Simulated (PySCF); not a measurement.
## Radial density of Be (beryllium, neutral)

BLYP, [He] 2s2, closed-shell 1S. Computed with PySCF 2.14 in def2-TZVPPD, with no relativity, point nucleus.

```
r (bohr)  4πr²ρ (e/bohr)
 0.00661         0.01839
  0.0111         0.05038
  0.0187          0.1338
  0.0314          0.3425
  0.0529          0.8167
  0.0889           1.741
   0.150           3.068
   0.252           3.973
   0.423           3.113
   0.712           1.133
    1.20          0.5310
    2.01          0.8025
    3.39          0.4116
    5.70         0.04308
    9.59       0.0004395
```
